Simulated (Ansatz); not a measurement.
Consider the redistribution: `[OH][Zn][SiH3]` + `ClC[TeH]` → `[SiH3][Zn][Cl]` + `OC[TeH]`.

Gas-phase electronic energies from Ansatz, PBE0-D4/def2-TZVP geometries. CCSD(T)/CBS adds triple-zeta CCSD(T) − MP2 to the extrapolated MP2 energy (def2 sets, frozen cores). DFT in def2-TZVPP. def2 core potentials past Kr. For Te, Zn outer-core shells are correlated without core-valence functions, which leaves a few kJ/mol of doubt a bond. Scalar relativity is left out up to krypton. One conformer a species, not always the lowest.

`[OH][Zn][SiH3]`:

Cartesian coordinates in Å:
```
O 1.584 2.271 0.175
Zn 0.560 0.814 0.071
Si -0.883 -1.028 0.036
H 2.381 2.300 -0.356
H -2.308 -0.597 0.012
H -0.689 -1.893 1.232
H -0.644 -1.867 -1.171
```

`ClC[TeH]`:

```xyz
6

Cl   -1.511   -0.497    1.415
C    -0.097   -0.383    0.364
Te   -0.288    1.367   -0.879
H     0.788   -0.297    0.987
H    -0.057   -1.273   -0.256
H     1.166    1.083   -1.630
```

`[SiH3][Zn][Cl]`:

```xyz
6

Si   -0.040   -0.634    0.600
Zn    0.068    1.070   -1.015
Cl    0.164    2.605   -2.468
H     1.012   -0.443    1.635
H    -1.365   -0.631    1.276
H     0.160   -1.968   -0.028
```

`OC[TeH]`:

```xyz
7

O     1.206   -0.326   -0.796
C     0.489    0.138    0.298
Te   -1.363   -0.931    0.714
H     0.650   -0.278   -1.579
H     0.204    1.190    0.225
H     1.110   -0.005    1.181
H    -2.296    0.212   -0.042
```

Task: Is it downhill or uphill in electronic energy at CCSD(T)/CBS, and by how much? (An estimate is asked.)

Result: The calculation gave: Downhill: ΔE = -0.84 eV.

Task: What do these levels give: r2SCAN-D4, ωB97X-V, ωB97M-V, BLYP, CCSD/def2-SVP, HF/CBS(def2)? (Estimate.)

Result: The calculation gave: r2SCAN-D4 -0.94, ωB97X-V -0.89, ωB97M-V -0.90, BLYP -0.86, CCSD/def2-SVP -1.08, HF/CBS(def2) -1.14 eV.

Largest T1 diagnostic among the species: 0.016.

Leaving LDA and LC-ωPBE aside and taking each functional with its dispersion term where it has one, the values, not all of them listed here, spread over 0.16 eV, from BHLYP-D4 to BLYP-D4. From r2SCAN to r2SCAN0 (25 % exact exchange), in def2-TZVPP and without D4, ΔE moves by −0.06 eV. At CCSD(T), def2-SVP lies −0.22 eV from the extrapolated value and def2-TZVPP −0.01 eV.
